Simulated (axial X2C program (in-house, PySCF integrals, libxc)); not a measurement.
## Worked dissociation energy of RuH⁻: CCSD, scalar-relativistic

Calculated with an in-house relativistic program for diatomic molecules. Spin-free means the one-electron spin-free X2C Hamiltonian. Basis: Ru dyall-acv3z [13s13p9d5f3g], H dyall-av3z [7s3p2d] (cores contracted in-house); Gaussian nuclei, density fitting, unrestricted open shells. Masses: Ru 101.904 u, H 1.008 u.

Molecular state: M_S = 1, Λ = 0 (beyond evenly filled blocks: δ+α, δ-α).

Correlated methods: 10 electrons correlated (number of frozen shells: Ru 4 s, 3 p, 1 d; H none), 256 virtual spin orbitals or spinors in MP2, 90 natural virtuals in coupled cluster.

- E(Ru-) (2M_S = 3, M_L = 2): -4528.267213 hartree
- E(H) (2M_S = 1, M_L = 0): -0.500005 hartree
- E(RuH⁻) at Re: -4528.848599 hartree
- ωe: 1697.4 cm⁻¹
- ωexe: 44 cm⁻¹

Work out De and D0.

De = -4528.267213 + (-0.500005) − (-4528.848599) = 0.08138 hartree = 2.215 eV. The zero-point energy is ωe/2 − ωexe/4 = 838 cm⁻¹ = 0.104 eV, so D0 = 2.111 eV.

Occupations by symmetry block were frozen at the best pattern of an incomplete PBE0 search. De is counted from the lowest determinant-based energies of the atoms at the same level, without counterpoise correction. CCSD ran in a truncated set of natural virtual spinors with an MP2 remainder; without triples it tends to underbind. PBE0 can misorder states that lie within some tenths of an eV, so this need not be the ground state of the molecule. The nearest other spin-free determinant of the search, M_S = 1, Λ = 3, lies 0.28 eV up at the distance of the search. The determinant is spin-polarised beyond a pure state at some levels (its spin-free form has ⟨S²⟩ too high), which makes Re and μ there less reliable. The T1 diagnostic is large, a sign of multireference character.

Each atomic determinant is the lowest at this level and need not be a pure term. Totals compare only within one Hamiltonian and basis.
